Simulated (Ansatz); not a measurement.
C3H8BNSi (`BC(C)([SiH3])C#N`). The species carries charge 0 and has multiplicity 1.

```
atom   x (Å)   y (Å)   z (Å)
  B1  -1.622  -0.273  -0.018
  C2  -0.153   0.007  -0.394
  C3   0.768  -1.200  -0.640
 Si4   0.413   0.812   1.287
  C5   0.036   1.058  -1.367
  N6   0.206   1.896  -2.139
  H7  -2.462   0.557  -0.182
  H8  -1.881  -1.304   0.530
  H9   0.527  -1.667  -1.597
 H10   0.625  -1.945   0.144
 H11   1.821  -0.913  -0.665
 H12   0.279  -0.203   2.361
 H13  -0.393   2.014   1.599
 H14   1.837   1.161   1.082
```

List the harmonic frequencies (cm⁻¹, unscaled) at PBE0-D4/def2-TZVP in Ansatz. (An estimate is asked.)

Computed: 75, 131, 174, 197, 208, 231, 297, 349, 476, 553, 582, 625, 667, 774, 843, 905, 935, 940, 988, 1014, 1082, 1153, 1200, 1274, 1406, 1480, 1499, 2240, 2256, 2268, 2349, 2594, 2690, 3056, 3132, 3142.

Is this a minimum?

Yes, all 36 modes are real.

Give the ideal-gas thermochemistry at 298.15 K and 1 bar (rigid rotor, harmonic oscillator; point group C1, symmetry number 1).

Zero-point energy 261.9 kJ/mol; H(298) − E = 287.1 kJ/mol; entropy 371.3 J/(mol·K), of which translation 165.9, rotation 114.5, vibration 90.9; G(298) − E = 176.4 kJ/mol. Modes under 100 cm⁻¹ are hindered rotations or soft bends, so the harmonic entropy is rough.

And at 400, 500, 600, 800 and 1000 K?


```csv
T (K),H − E (kJ/mol),S (J/mol/K),G − E (kJ/mol)
400,302.4,415.3,136.3
500,320.1,454.6,92.8
600,339.8,490.6,45.5
800,384.4,554.5,-59.2
1000,434.1,609.8,-175.8
```
